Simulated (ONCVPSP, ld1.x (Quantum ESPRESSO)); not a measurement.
# Potentials for selenium (Se) compared

Generated with ld1.x 7.5 (TM, RRKJ, ultrasoft, PAW), atompaw 4.2 or ONCVPSP 4.0.1. The cutoff is in Ry: for ld1.x and atompaw files where the sum of valence levels is converged to 10 mRy in a Bessel basis, for ONCV files where the hardest occupied wave has 1 mHa per electron of residual kinetic energy. The error is the largest all-electron minus pseudo excitation energy over each file’s own four to seven test configurations (ionisations up to +4, promotions, holes and added fractions of an electron), all of which were solved. The labels leave out finer settings (local radius, basis sizes, second energies), which also bear on the numbers. Spin-polarised tests are not counted. The rows are a selection from randomly drawn settings: files with unsolved tests, undetermined cutoffs or missed reference levels are left out.

A true bound ghost makes a file unfit for plane-wave use even where its test errors are small: the radial tests pick states by their node count and pass the ghost by.

| potential | cutoff (Ry) | largest error (meV) | bound ghosts |
| --- | --- | --- | --- |
| ONCV, PBEsol, scalar-relativistic, rc 1.45/1.45/1.45 (spd), local d, core correction yes, reference 4s2 4p4, qcut 4.1/5.9/7.6, projectors 3/2/0 | 42 | -49 | s |
| ONCV, PBE, scalar-relativistic, rc 1.25/1.55/1.20 (spd), local smoothed, core correction yes, reference 3d10 4s2 4p3, qcut 6.3/6.4/14.6, projectors 2/2/3 | 164 | -4.1 | s |
| ONCV, BLYP, fully relativistic, rc 0.90/1.05/1.20 (spd), local smoothed, core correction no, reference 3s2 3p6 3d10 4s1.75 4p4.25, qcut 15/12.5/15, projectors 2/3/3 | 179 | +4.7 | none |
| ONCV, PBE, scalar-relativistic, rc 1.60/1.75 (sp), local smoothed, core correction yes, reference 4s2 4p4, qcut 3.5/4.1, projectors 2/2 | 117 | -68 | none |
| ONCV, PBE, scalar-relativistic, rc 1.40/0.90/0.60 (spd), local smoothed, core correction yes, reference 3p6 3d10 4s2 4p4, qcut 3.6/14.2/14.6, projectors 2/3/2 | 1358 | -166 | s |

Problem. Fill in the row for Se: ONCV, PBE, scalar-relativistic, rc 1.10/1.15/1.05 (spd), local smoothed, core correction no, reference 3s2 3p6 3d10 4s2 4p2.5, qcut 9.6/9.6/17.2, projectors 2/2/1.

Solution. cutoff 219 Ry, largest error +2.7 meV, bound ghosts: none.

Problem. Fill in the row for Se: TM, PBE, scalar-relativistic, rc 1.35/1.60 (sp), local smoothed, core correction no, reference 4s1 4p5.

Solution. cutoff 40 Ry, largest error -80 meV, bound ghosts: s.
